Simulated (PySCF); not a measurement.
HSe, SMILES [SeH] (connectivity only; charge and spin as stated), charge -1, multiplicity 1.

Geometry optimised at PBE0-D3(BJ)/def2-TZVPD. The multiplicity is an assumed one; other spin states were not compared.

The numbers are results of PBE/def2-TZVPD (PySCF), not measurements.

Gas-phase values at a fixed geometry. A positive occupied level means that this level leaves the electron formally unbound; only the finite basis holds it.

```
Quantity                                                           Value
------------------------------------------------  ----------------------
total energy                                         -2401.83628 hartree
point group                                                          C∞v
highest occupied level                                           0.71 eV
lowest empty level                                               3.88 eV
orbital gap                                                      3.17 eV
dipole moment about the centre of nuclear charge               0.017 e·Å
mean static polarisability                         72.8 bohr³ (10.78 Å³)
polarisability, principal values                  58.8, 79.7, 79.7 bohr³
```
